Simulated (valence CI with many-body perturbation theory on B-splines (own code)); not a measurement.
Which ion has this spectrum?

A relativistic CI+MBPT calculation for an atom or ion with 14 electrons gives these levels (cm⁻¹):

```csv
J,Parity,E,g
0,even,0,
1,even,924771,1.49
2,even,982580,1.18
2,odd,1871312,1.58
2,even,1949310,1.30
1,odd,2048683,1.00
0,even,2074439,
2,odd,2255651,0.76
1,odd,2502408,0.88
2,odd,2554968,1.37
3,odd,2576984,1.14
2,odd,2808547,1.42
3,odd,2885119,1.29
0,odd,2951889,
```

The energies are calculated, and their last digits are not significant.

Which is it?
A. Ce44+
B. Pm47+
C. Pr45+
D. Sm48+

C. Pr45+, ground level (3s^2 3p1/2^2) J=0.
